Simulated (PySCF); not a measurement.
## Lu(SH)3: one run

Lu(SH)3 (singlet in the valence; each metal's 4f electrons, 14 of them, lie in its core potential, out of spins and levels). PySCF 2.14.0, RKS PBE0, Lu lcecp-1-SVP with ECP60, S def2-SVP, H def2-SVP; non-relativistic Hamiltonian with scalar-relativistic core potentials where named; density fitting; no spin-orbit coupling. Purpose: finer grid at the relaxed geometry.

```python
mol = gto.M(atom='''
Lu    -0.00000    -0.00000     0.84381
S      2.48471    -0.43780     0.85384
H      2.80277     0.87863     0.90483
S     -0.86320     2.37072     0.85384
H     -2.16230     1.98796     0.90483
S     -1.62150    -1.93292     0.85384
H     -0.64047    -2.86659     0.90483''',
    basis={'Lu': 'lcecp-1-SVP', 'S': 'def2-SVP', 'H': 'def2-SVP'},
    ecp={'Lu': 'lcecp-1-SVP'},
    charge=0, spin=0)
mf = dft.RKS(mol, xc='PBE0')
mf.grids.atom_grid = (75, 302)  # f atoms: unpruned, at least (60, 302)
mf = mf.density_fit()  # fitting sets: Lu AutoAux, S def2-universal-JKFIT, H def2-universal-JKFIT
mf.conv_tol = 1e-09; mf.max_cycle = 55
mf.kernel(dm0)  # dm0: converged density of the relaxed state
mf.nuc_grad_method().kernel()
```

Run from Python with OMP_NUM_THREADS=2; the lines above give its settings. Where DIIS fails, smearing, a level shift and second-order steps follow.
It took 20 s on 2 threads of Arm Neoverse V1, with other jobs on the host, with gradient, populations and further properties, from an already converged density.

Task: Where do the frontier levels lie, over both spins?

Result: HOMO -7.57 eV, LUMO -2.41 eV. The 4f levels lie in the core potential and are missing.

Task: What are the Mulliken charges and spins?

Result: 
| atom | charge (e) | spin (e) |
| --- | --- | --- |
| Lu1 | 0.778 | 0.000 |
| S2 | -0.378 | 0.000 |
| H3 | 0.119 | 0.000 |
| S4 | -0.378 | 0.000 |
| H5 | 0.119 | 0.000 |
| S6 | -0.378 | 0.000 |
| H7 | 0.119 | 0.000 |

Task: What forces act on the atoms (eV/Å)?

Result: 
```
Lu   0.00  0.00  0.00
S   -0.01  0.00  0.00
H    0.00  0.00  0.00
S    0.00 -0.01  0.00
H    0.00  0.00  0.00
S    0.01  0.00  0.00
H    0.00  0.00  0.00
```
Forces carry noise of the integration grid, about 0.01 to 0.03 eV/Å.

An lcecp potential fixes the number of 4f electrons, so in runs with it no electron can move into or out of that shell.
